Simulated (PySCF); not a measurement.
# Computed records: AlBH4

All values are calculated (PySCF 2.14.0). Calculation on a computer-drawn molecule: vertical ionisation energy to the stated ion spin, frozen-core CCSD(T) at the basis limit and cheaper methods, single-reference cases, UHF for radicals, no spin-orbit; all values are single points at the evaluated structure, the first of each entry, which is the reference or a displaced copy of it and isn't optimised; the reference structure only sets the zero of the energies above reference; triples share is (T) over the correlation energy.

Common to all runs: charge 0; multiplicity 1; ion multiplicity 2; diffuse functions no; basis cc-pV(n+d)Z; reference is the Hartree-Fock double-zeta minimum; best is HF at quadruple zeta + MP2 correlation extrapolated from triple and quadruple zeta + CCSD(T) minus MP2 at triple zeta; basis step is the size of the change from the same recipe one zeta lower.

(1) 
```xyz
6
formula=AlBH4 ionisation_energy_best=9.99 ionisation_energy_basis_step=0.02479 energy_above_reference_best=0.08199 energy_above_reference_basis_step=0.01365 ionisation_energy_Koopmans_at_triple_zeta=10.22 ionisation_energy_EOM_CCSD_at_triple_zeta=9.972 total_energy_HF_triple_zeta=-268.8872 total_energy_CCSD(T)_triple_zeta=-269.1135 total_energy_best=-269.1386 T1_diagnostic_at_triple_zeta=0.0101 D1_diagnostic_at_triple_zeta=0.0193 ion_T1_diagnostic_at_triple_zeta=0.02099 ion_D1_diagnostic_at_triple_zeta=0.0676 ion_spin_squared_at_triple_zeta=0.7654 triples_share_at_triple_zeta=0.02399 basis_functions_triple_zeta=125 dipole_magnitude_HF_at_triple_zeta=0.4361 dipole_magnitude_CCSD_unrelaxed_at_triple_zeta=0.3561 dipole_magnitude_PBE_at_triple_zeta=0.3073 dipole_magnitude_r2SCAN_at_triple_zeta=0.3437 dipole_magnitude_B3LYP_at_triple_zeta=0.3573 dipole_magnitude_wB97X_at_triple_zeta=0.427
B      0.1687     1.6765     1.6519
Al     0.1257     2.4532    -0.3475
H     -0.7428     1.1086     2.1373
H      1.1189     1.8067     2.3849
H      0.6095     1.5622    -1.5650
H     -0.3880     3.9252    -0.6533
```

Units: ionisation_energy_best, ionisation_energy_basis_step, ionisation_energy_Koopmans_at_triple_zeta, ionisation_energy_EOM_CCSD_at_triple_zeta in eV; energy_above_reference_best, energy_above_reference_basis_step in kcal/mol; total_energy_HF_triple_zeta, total_energy_CCSD(T)_triple_zeta, total_energy_best in hartree; dipole_magnitude_HF_at_triple_zeta, dipole_magnitude_CCSD_unrelaxed_at_triple_zeta, dipole_magnitude_PBE_at_triple_zeta, dipole_magnitude_r2SCAN_at_triple_zeta, dipole_magnitude_B3LYP_at_triple_zeta, dipole_magnitude_wB97X_at_triple_zeta in debye.

Reference structure:
```xyz
6
AlBH4
B      0.1652     1.6823     1.6614
Al     0.1286     2.4493    -0.3451
H     -0.7665     1.0948     2.1502
H      1.1190     1.8054     2.3875
H      0.6164     1.5641    -1.5695
H     -0.3870     3.9194    -0.6508
```

Drawn bonds:
| atom | other atom | order |
| --- | --- | --- |
| 1 | 2 | 1 |
| 1 | 3 | 1 |
| 1 | 4 | 1 |
| 2 | 5 | 1 |
| 2 | 6 | 1 |

Triple zeta:
| method | ionisation energy (eV) | energy above reference (kcal/mol) |
| --- | --- | --- |
| HF | 9.018 | 0.06401 |
| PBE | 9.578 | 0.2001 |
| r2SCAN | 9.637 | 0.0939 |
| B3LYP | 9.774 | 0.04722 |
| wB97X | 9.854 | 0.09074 |
| MP2 | 9.865 | 0.04446 |
| CCSD | 9.87 | 0.0944 |
| CCSD(T) | 9.897 | 0.1095 |

(2) 
```xyz
6
formula=AlBH4 ionisation_energy_best=10.34 ionisation_energy_basis_step=0.02544 energy_above_reference_best=8.628 energy_above_reference_basis_step=0.2021 ionisation_energy_Koopmans_at_triple_zeta=10.67 ionisation_energy_EOM_CCSD_at_triple_zeta=10.33 total_energy_HF_triple_zeta=-268.8712 total_energy_CCSD(T)_triple_zeta=-269.1000 total_energy_best=-269.1250 T1_diagnostic_at_triple_zeta=0.01141 D1_diagnostic_at_triple_zeta=0.02146 ion_T1_diagnostic_at_triple_zeta=0.02357 ion_D1_diagnostic_at_triple_zeta=0.07363 ion_spin_squared_at_triple_zeta=0.7717 triples_share_at_triple_zeta=0.02519 basis_functions_triple_zeta=125 dipole_magnitude_HF_at_triple_zeta=0.2919 dipole_magnitude_CCSD_unrelaxed_at_triple_zeta=0.2326 dipole_magnitude_PBE_at_triple_zeta=0.1798 dipole_magnitude_r2SCAN_at_triple_zeta=0.2205 dipole_magnitude_B3LYP_at_triple_zeta=0.2308 dipole_magnitude_wB97X_at_triple_zeta=0.3148
B      0.2726     1.6261     1.5770
Al     0.1715     2.4231    -0.3427
H     -0.8225     1.1286     2.2078
H      1.1034     1.8006     2.5030
H      0.6696     1.5653    -1.5711
H     -0.3335     3.9236    -0.6888
```

Units: ionisation_energy_best, ionisation_energy_basis_step, ionisation_energy_Koopmans_at_triple_zeta, ionisation_energy_EOM_CCSD_at_triple_zeta in eV; energy_above_reference_best, energy_above_reference_basis_step in kcal/mol; total_energy_HF_triple_zeta, total_energy_CCSD(T)_triple_zeta, total_energy_best in hartree; dipole_magnitude_HF_at_triple_zeta, dipole_magnitude_CCSD_unrelaxed_at_triple_zeta, dipole_magnitude_PBE_at_triple_zeta, dipole_magnitude_r2SCAN_at_triple_zeta, dipole_magnitude_B3LYP_at_triple_zeta, dipole_magnitude_wB97X_at_triple_zeta in debye.

Reference structure:
```xyz
6
AlBH4
B      0.1652     1.6823     1.6614
Al     0.1286     2.4493    -0.3451
H     -0.7665     1.0948     2.1502
H      1.1190     1.8054     2.3875
H      0.6164     1.5641    -1.5695
H     -0.3870     3.9194    -0.6508
```

Drawn bonds:
| atom | other atom | order |
| --- | --- | --- |
| 1 | 2 | 1 |
| 1 | 3 | 1 |
| 1 | 4 | 1 |
| 2 | 5 | 1 |
| 2 | 6 | 1 |

Triple zeta:
| method | ionisation energy (eV) | energy above reference (kcal/mol) |
| --- | --- | --- |
| HF | 9.463 | 10.08 |
| PBE | 9.852 | 7.266 |
| r2SCAN | 9.941 | 8.099 |
| B3LYP | 10.08 | 8.669 |
| wB97X | 10.21 | 8.665 |
| MP2 | 10.25 | 9.414 |
| CCSD | 10.23 | 8.788 |
| CCSD(T) | 10.25 | 8.594 |

(3) 
```xyz
6
formula=AlBH4 ionisation_energy_best=9.945 ionisation_energy_basis_step=0.02488 energy_above_reference_best=0.1345 energy_above_reference_basis_step=0.02393 ionisation_energy_Koopmans_at_triple_zeta=10.17 ionisation_energy_EOM_CCSD_at_triple_zeta=9.925 total_energy_HF_triple_zeta=-268.8872 total_energy_CCSD(T)_triple_zeta=-269.1135 total_energy_best=-269.1386 T1_diagnostic_at_triple_zeta=0.01003 D1_diagnostic_at_triple_zeta=0.01882 ion_T1_diagnostic_at_triple_zeta=0.02061 ion_D1_diagnostic_at_triple_zeta=0.06659 ion_spin_squared_at_triple_zeta=0.7648 triples_share_at_triple_zeta=0.02403 basis_functions_triple_zeta=125 dipole_magnitude_HF_at_triple_zeta=0.3529 dipole_magnitude_CCSD_unrelaxed_at_triple_zeta=0.2817 dipole_magnitude_PBE_at_triple_zeta=0.2451 dipole_magnitude_r2SCAN_at_triple_zeta=0.2758 dipole_magnitude_B3LYP_at_triple_zeta=0.2863 dipole_magnitude_wB97X_at_triple_zeta=0.3504
B      0.1553     1.6854     1.6611
Al     0.1324     2.4366    -0.3626
H     -0.7620     1.0987     2.1474
H      1.1153     1.7987     2.3855
H      0.6048     1.5564    -1.5850
H     -0.3932     3.9094    -0.6296
```

Units: ionisation_energy_best, ionisation_energy_basis_step, ionisation_energy_Koopmans_at_triple_zeta, ionisation_energy_EOM_CCSD_at_triple_zeta in eV; energy_above_reference_best, energy_above_reference_basis_step in kcal/mol; total_energy_HF_triple_zeta, total_energy_CCSD(T)_triple_zeta, total_energy_best in hartree; dipole_magnitude_HF_at_triple_zeta, dipole_magnitude_CCSD_unrelaxed_at_triple_zeta, dipole_magnitude_PBE_at_triple_zeta, dipole_magnitude_r2SCAN_at_triple_zeta, dipole_magnitude_B3LYP_at_triple_zeta, dipole_magnitude_wB97X_at_triple_zeta in debye.

Reference structure:
```xyz
6
AlBH4
B      0.1652     1.6823     1.6614
Al     0.1286     2.4493    -0.3451
H     -0.7665     1.0948     2.1502
H      1.1190     1.8054     2.3875
H      0.6164     1.5641    -1.5695
H     -0.3870     3.9194    -0.6508
```

Drawn bonds:
| atom | other atom | order |
| --- | --- | --- |
| 1 | 2 | 1 |
| 1 | 3 | 1 |
| 1 | 4 | 1 |
| 2 | 5 | 1 |
| 2 | 6 | 1 |

Triple zeta:
| method | ionisation energy (eV) | energy above reference (kcal/mol) |
| --- | --- | --- |
| HF | 8.965 | 0.06941 |
| PBE | 9.541 | 0.2372 |
| r2SCAN | 9.596 | 0.18 |
| B3LYP | 9.733 | 0.137 |
| wB97X | 9.807 | 0.1446 |
| MP2 | 9.816 | 0.0855 |
| CCSD | 9.823 | 0.1228 |
| CCSD(T) | 9.852 | 0.1317 |

(4) 
```xyz
6
formula=AlBH4 ionisation_energy_best=9.94 ionisation_energy_basis_step=0.02487 energy_above_reference_best=0.2774 energy_above_reference_basis_step=0.0476 ionisation_energy_Koopmans_at_triple_zeta=10.16 ionisation_energy_EOM_CCSD_at_triple_zeta=9.92 total_energy_HF_triple_zeta=-268.8870 total_energy_CCSD(T)_triple_zeta=-269.1132 total_energy_best=-269.1383 T1_diagnostic_at_triple_zeta=0.009947 D1_diagnostic_at_triple_zeta=0.01858 ion_T1_diagnostic_at_triple_zeta=0.02026 ion_D1_diagnostic_at_triple_zeta=0.06547 ion_spin_squared_at_triple_zeta=0.7639 triples_share_at_triple_zeta=0.02397 basis_functions_triple_zeta=125 dipole_magnitude_HF_at_triple_zeta=0.31 dipole_magnitude_CCSD_unrelaxed_at_triple_zeta=0.2431 dipole_magnitude_PBE_at_triple_zeta=0.2116 dipole_magnitude_r2SCAN_at_triple_zeta=0.24 dipole_magnitude_B3LYP_at_triple_zeta=0.2489 dipole_magnitude_wB97X_at_triple_zeta=0.3115
B      0.1553     1.6854     1.6611
Al     0.1324     2.4366    -0.3626
H     -0.7620     1.0987     2.1474
H      1.1153     1.7987     2.3855
H      0.6048     1.5564    -1.5850
H     -0.3839     3.8834    -0.6249
```

Units: ionisation_energy_best, ionisation_energy_basis_step, ionisation_energy_Koopmans_at_triple_zeta, ionisation_energy_EOM_CCSD_at_triple_zeta in eV; energy_above_reference_best, energy_above_reference_basis_step in kcal/mol; total_energy_HF_triple_zeta, total_energy_CCSD(T)_triple_zeta, total_energy_best in hartree; dipole_magnitude_HF_at_triple_zeta, dipole_magnitude_CCSD_unrelaxed_at_triple_zeta, dipole_magnitude_PBE_at_triple_zeta, dipole_magnitude_r2SCAN_at_triple_zeta, dipole_magnitude_B3LYP_at_triple_zeta, dipole_magnitude_wB97X_at_triple_zeta in debye.

Reference structure:
```xyz
6
AlBH4
B      0.1652     1.6823     1.6614
Al     0.1286     2.4493    -0.3451
H     -0.7665     1.0948     2.1502
H      1.1190     1.8054     2.3875
H      0.6164     1.5641    -1.5695
H     -0.3870     3.9194    -0.6508
```

Drawn bonds:
| atom | other atom | order |
| --- | --- | --- |
| 1 | 2 | 1 |
| 1 | 3 | 1 |
| 1 | 4 | 1 |
| 2 | 5 | 1 |
| 2 | 6 | 1 |

Triple zeta:
| method | ionisation energy (eV) | energy above reference (kcal/mol) |
| --- | --- | --- |
| HF | 8.955 | 0.1965 |
| PBE | 9.541 | 0.4973 |
| r2SCAN | 9.594 | 0.3469 |
| B3LYP | 9.731 | 0.263 |
| wB97X | 9.801 | 0.263 |
| MP2 | 9.809 | 0.1826 |
| CCSD | 9.818 | 0.2606 |
| CCSD(T) | 9.847 | 0.2785 |

(5) 
```xyz
6
formula=AlBH4 ionisation_energy_best=9.944 ionisation_energy_basis_step=0.02343 energy_above_reference_best=4.685 energy_above_reference_basis_step=0.03055 ionisation_energy_Koopmans_at_triple_zeta=10.18 ionisation_energy_EOM_CCSD_at_triple_zeta=9.928 total_energy_HF_triple_zeta=-268.8794 total_energy_CCSD(T)_triple_zeta=-269.1064 total_energy_best=-269.1313 T1_diagnostic_at_triple_zeta=0.01094 D1_diagnostic_at_triple_zeta=0.02267 ion_T1_diagnostic_at_triple_zeta=0.02544 ion_D1_diagnostic_at_triple_zeta=0.07223 ion_spin_squared_at_triple_zeta=0.8009 triples_share_at_triple_zeta=0.02455 basis_functions_triple_zeta=125 dipole_magnitude_HF_at_triple_zeta=0.7886 dipole_magnitude_CCSD_unrelaxed_at_triple_zeta=0.6551 dipole_magnitude_PBE_at_triple_zeta=0.5816 dipole_magnitude_r2SCAN_at_triple_zeta=0.6353 dipole_magnitude_B3LYP_at_triple_zeta=0.6603 dipole_magnitude_wB97X_at_triple_zeta=0.7432
B      0.1553     1.6854     1.6611
Al     0.1324     2.4366    -0.3626
H     -0.7620     1.0987     2.1474
H      1.1153     1.7987     2.3855
H      0.6048     1.5564    -1.5850
H     -0.4588     4.0932    -0.6629
```

Units: ionisation_energy_best, ionisation_energy_basis_step, ionisation_energy_Koopmans_at_triple_zeta, ionisation_energy_EOM_CCSD_at_triple_zeta in eV; energy_above_reference_best, energy_above_reference_basis_step in kcal/mol; total_energy_HF_triple_zeta, total_energy_CCSD(T)_triple_zeta, total_energy_best in hartree; dipole_magnitude_HF_at_triple_zeta, dipole_magnitude_CCSD_unrelaxed_at_triple_zeta, dipole_magnitude_PBE_at_triple_zeta, dipole_magnitude_r2SCAN_at_triple_zeta, dipole_magnitude_B3LYP_at_triple_zeta, dipole_magnitude_wB97X_at_triple_zeta in debye.

Reference structure:
```xyz
6
AlBH4
B      0.1652     1.6823     1.6614
Al     0.1286     2.4493    -0.3451
H     -0.7665     1.0948     2.1502
H      1.1190     1.8054     2.3875
H      0.6164     1.5641    -1.5695
H     -0.3870     3.9194    -0.6508
```

Drawn bonds:
| atom | other atom | order |
| --- | --- | --- |
| 1 | 2 | 1 |
| 1 | 3 | 1 |
| 1 | 4 | 1 |
| 2 | 5 | 1 |
| 2 | 6 | 1 |

Triple zeta:
| method | ionisation energy (eV) | energy above reference (kcal/mol) |
| --- | --- | --- |
| HF | 9.016 | 4.947 |
| PBE | 9.51 | 3.773 |
| r2SCAN | 9.57 | 4.435 |
| B3LYP | 9.706 | 4.615 |
| wB97X | 9.83 | 4.806 |
| MP2 | 9.861 | 5.018 |
| CCSD | 9.832 | 4.658 |
| CCSD(T) | 9.852 | 4.583 |

(6) 
```xyz
6
formula=AlBH4 ionisation_energy_best=10.3 ionisation_energy_basis_step=0.02456 energy_above_reference_best=8.218 energy_above_reference_basis_step=0.04301 ionisation_energy_Koopmans_at_triple_zeta=10.57 ionisation_energy_EOM_CCSD_at_triple_zeta=10.28 total_energy_HF_triple_zeta=-268.8728 total_energy_CCSD(T)_triple_zeta=-269.1005 total_energy_best=-269.1257 T1_diagnostic_at_triple_zeta=0.01058 D1_diagnostic_at_triple_zeta=0.01994 ion_T1_diagnostic_at_triple_zeta=0.02351 ion_D1_diagnostic_at_triple_zeta=0.07886 ion_spin_squared_at_triple_zeta=0.7688 triples_share_at_triple_zeta=0.02425 basis_functions_triple_zeta=125 dipole_magnitude_HF_at_triple_zeta=0.4309 dipole_magnitude_CCSD_unrelaxed_at_triple_zeta=0.3717 dipole_magnitude_PBE_at_triple_zeta=0.3084 dipole_magnitude_r2SCAN_at_triple_zeta=0.3418 dipole_magnitude_B3LYP_at_triple_zeta=0.3575 dipole_magnitude_wB97X_at_triple_zeta=0.4108
B      0.2563     1.7430     1.6183
Al     0.0917     2.5308    -0.3011
H     -0.7620     1.0976     2.1804
H      1.1049     1.7708     2.4260
H      0.4901     1.6417    -1.5270
H     -0.3494     3.8736    -0.6371
```

Units: ionisation_energy_best, ionisation_energy_basis_step, ionisation_energy_Koopmans_at_triple_zeta, ionisation_energy_EOM_CCSD_at_triple_zeta in eV; energy_above_reference_best, energy_above_reference_basis_step in kcal/mol; total_energy_HF_triple_zeta, total_energy_CCSD(T)_triple_zeta, total_energy_best in hartree; dipole_magnitude_HF_at_triple_zeta, dipole_magnitude_CCSD_unrelaxed_at_triple_zeta, dipole_magnitude_PBE_at_triple_zeta, dipole_magnitude_r2SCAN_at_triple_zeta, dipole_magnitude_B3LYP_at_triple_zeta, dipole_magnitude_wB97X_at_triple_zeta in debye.

Reference structure:
```xyz
6
AlBH4
B      0.1652     1.6823     1.6614
Al     0.1286     2.4493    -0.3451
H     -0.7665     1.0948     2.1502
H      1.1190     1.8054     2.3875
H      0.6164     1.5641    -1.5695
H     -0.3870     3.9194    -0.6508
```

Drawn bonds:
| atom | other atom | order |
| --- | --- | --- |
| 1 | 2 | 1 |
| 1 | 3 | 1 |
| 1 | 4 | 1 |
| 2 | 5 | 1 |
| 2 | 6 | 1 |

Triple zeta:
| method | ionisation energy (eV) | energy above reference (kcal/mol) |
| --- | --- | --- |
| HF | 9.371 | 9.059 |
| PBE | 9.837 | 8.093 |
| r2SCAN | 9.908 | 7.866 |
| B3LYP | 10.05 | 7.918 |
| wB97X | 10.16 | 8.012 |
| MP2 | 10.19 | 8.412 |
| CCSD | 10.18 | 8.297 |
| CCSD(T) | 10.21 | 8.254 |

(7) 
```xyz
6
formula=AlBH4 ionisation_energy_best=9.884 ionisation_energy_basis_step=0.02516 energy_above_reference_best=6.975 energy_above_reference_basis_step=0.02301 ionisation_energy_Koopmans_at_triple_zeta=10.09 ionisation_energy_EOM_CCSD_at_triple_zeta=9.865 total_energy_HF_triple_zeta=-268.8758 total_energy_CCSD(T)_triple_zeta=-269.1026 total_energy_best=-269.1277 T1_diagnostic_at_triple_zeta=0.01053 D1_diagnostic_at_triple_zeta=0.02153 ion_T1_diagnostic_at_triple_zeta=0.0234 ion_D1_diagnostic_at_triple_zeta=0.07624 ion_spin_squared_at_triple_zeta=0.7738 triples_share_at_triple_zeta=0.02424 basis_functions_triple_zeta=125 dipole_magnitude_HF_at_triple_zeta=0.9726 dipole_magnitude_CCSD_unrelaxed_at_triple_zeta=0.8422 dipole_magnitude_PBE_at_triple_zeta=0.7159 dipole_magnitude_r2SCAN_at_triple_zeta=0.7809 dipole_magnitude_B3LYP_at_triple_zeta=0.8147 dipole_magnitude_wB97X_at_triple_zeta=0.8899
B      0.2024     1.7175     1.7013
Al     0.1356     2.5537    -0.2745
H     -0.8293     1.0443     2.0909
H      1.1079     1.7900     2.3550
H      0.5379     1.5683    -1.5704
H     -0.3837     3.9027    -0.6503
```

Units: ionisation_energy_best, ionisation_energy_basis_step, ionisation_energy_Koopmans_at_triple_zeta, ionisation_energy_EOM_CCSD_at_triple_zeta in eV; energy_above_reference_best, energy_above_reference_basis_step in kcal/mol; total_energy_HF_triple_zeta, total_energy_CCSD(T)_triple_zeta, total_energy_best in hartree; dipole_magnitude_HF_at_triple_zeta, dipole_magnitude_CCSD_unrelaxed_at_triple_zeta, dipole_magnitude_PBE_at_triple_zeta, dipole_magnitude_r2SCAN_at_triple_zeta, dipole_magnitude_B3LYP_at_triple_zeta, dipole_magnitude_wB97X_at_triple_zeta in debye.

Reference structure:
```xyz
6
AlBH4
B      0.1652     1.6823     1.6614
Al     0.1286     2.4493    -0.3451
H     -0.7665     1.0948     2.1502
H      1.1190     1.8054     2.3875
H      0.6164     1.5641    -1.5695
H     -0.3870     3.9194    -0.6508
```

Drawn bonds:
| atom | other atom | order |
| --- | --- | --- |
| 1 | 2 | 1 |
| 1 | 3 | 1 |
| 1 | 4 | 1 |
| 2 | 5 | 1 |
| 2 | 6 | 1 |

Triple zeta:
| method | ionisation energy (eV) | energy above reference (kcal/mol) |
| --- | --- | --- |
| HF | 8.921 | 7.22 |
| PBE | 9.471 | 6.767 |
| r2SCAN | 9.521 | 6.864 |
| B3LYP | 9.662 | 6.776 |
| wB97X | 9.757 | 6.976 |
| MP2 | 9.768 | 7.097 |
| CCSD | 9.765 | 7.009 |
| CCSD(T) | 9.79 | 6.982 |

(8) 
```xyz
6
formula=AlBH4 ionisation_energy_best=10 ionisation_energy_basis_step=0.02477 energy_above_reference_best=0.1425 energy_above_reference_basis_step=0.004822 ionisation_energy_Koopmans_at_triple_zeta=10.23 ionisation_energy_EOM_CCSD_at_triple_zeta=9.983 total_energy_HF_triple_zeta=-268.8870 total_energy_CCSD(T)_triple_zeta=-269.1134 total_energy_best=-269.1385 T1_diagnostic_at_triple_zeta=0.01024 D1_diagnostic_at_triple_zeta=0.02005 ion_T1_diagnostic_at_triple_zeta=0.02155 ion_D1_diagnostic_at_triple_zeta=0.06901 ion_spin_squared_at_triple_zeta=0.7668 triples_share_at_triple_zeta=0.02402 basis_functions_triple_zeta=125 dipole_magnitude_HF_at_triple_zeta=0.5923 dipole_magnitude_CCSD_unrelaxed_at_triple_zeta=0.4985 dipole_magnitude_PBE_at_triple_zeta=0.4274 dipole_magnitude_r2SCAN_at_triple_zeta=0.4725 dipole_magnitude_B3LYP_at_triple_zeta=0.4925 dipole_magnitude_wB97X_at_triple_zeta=0.568
B      0.1623     1.6857     1.6670
Al     0.1464     2.4394    -0.3339
H     -0.7427     1.0851     2.1344
H      1.1242     1.7975     2.3658
H      0.6107     1.5666    -1.5766
H     -0.3925     3.9201    -0.6564
```

Units: ionisation_energy_best, ionisation_energy_basis_step, ionisation_energy_Koopmans_at_triple_zeta, ionisation_energy_EOM_CCSD_at_triple_zeta in eV; energy_above_reference_best, energy_above_reference_basis_step in kcal/mol; total_energy_HF_triple_zeta, total_energy_CCSD(T)_triple_zeta, total_energy_best in hartree; dipole_magnitude_HF_at_triple_zeta, dipole_magnitude_CCSD_unrelaxed_at_triple_zeta, dipole_magnitude_PBE_at_triple_zeta, dipole_magnitude_r2SCAN_at_triple_zeta, dipole_magnitude_B3LYP_at_triple_zeta, dipole_magnitude_wB97X_at_triple_zeta in debye.

Reference structure:
```xyz
6
AlBH4
B      0.1652     1.6823     1.6614
Al     0.1286     2.4493    -0.3451
H     -0.7665     1.0948     2.1502
H      1.1190     1.8054     2.3875
H      0.6164     1.5641    -1.5695
H     -0.3870     3.9194    -0.6508
```

Drawn bonds:
| atom | other atom | order |
| --- | --- | --- |
| 1 | 2 | 1 |
| 1 | 3 | 1 |
| 1 | 4 | 1 |
| 2 | 5 | 1 |
| 2 | 6 | 1 |

Triple zeta:
| method | ionisation energy (eV) | energy above reference (kcal/mol) |
| --- | --- | --- |
| HF | 9.035 | 0.1659 |
| PBE | 9.582 | 0.1675 |
| r2SCAN | 9.643 | 0.1138 |
| B3LYP | 9.78 | 0.08358 |
| wB97X | 9.866 | 0.1631 |
| MP2 | 9.88 | 0.1427 |
| CCSD | 9.881 | 0.1726 |
| CCSD(T) | 9.907 | 0.1828 |
